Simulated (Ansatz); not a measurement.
Gas-phase reaction R1 → P1 + P2, each structure at its B3LYP-D3(BJ)/def2-TZVP stationary point, reached from a drawn start (curvature not checked).
R1, SiH4 (SMILES [SiH4]) (charge 0, multiplicity 1, Z-matrix in Å and degrees):
```
Si
H 1 1.4803
H 1 1.4803 2 109.47
H 1 1.4803 2 109.47 3 120.00
H 1 1.4803 2 109.47 3 -120.00
```
P1: SiH2 (SMILES [SiH2]), charge 0, multiplicity 1.
P2: H2 (SMILES [H][H]), charge 0, multiplicity 1.

P less R. No zero-point or thermal terms.

Frozen-core correlation throughout.

Programs: Ansatz (a program for electronic structure). No computed number here is a measurement.

Total energies in hartree:

```tsv
structure	PBE/def2-TZVPP	B3LYP/def2-TZVPP	CCSD(T)/cc-pV(Q+d)Z
R1	-291.721620	-291.917183	-291.452235
P1	-290.458219	-290.641549	-290.180892
P2	-1.166122	-1.180004	-1.173794
```

Question: Work out the reaction energy at each level in kcal/mol (1 hartree = 627.50947 kcal/mol), and say how far PBE/def2-TZVPP lies from CCSD(T)/cc-pV(Q+d)Z.

Answer: 
- PBE/def2-TZVPP: (-290.458219) + (-1.166122) − (-291.721620) = 0.097279 hartree = 61.04 kcal/mol
- B3LYP/def2-TZVPP: (-290.641549) + (-1.180004) − (-291.917183) = 0.095630 hartree = 60.01 kcal/mol
- CCSD(T)/cc-pV(Q+d)Z: (-290.180892) + (-1.173794) − (-291.452235) = 0.097549 hartree = 61.21 kcal/mol
PBE/def2-TZVPP less CCSD(T)/cc-pV(Q+d)Z: -0.17 kcal/mol. CCSD(T)/cc-pV(Q+d)Z is the level counted from, the highest shown, and no exact or measured value.
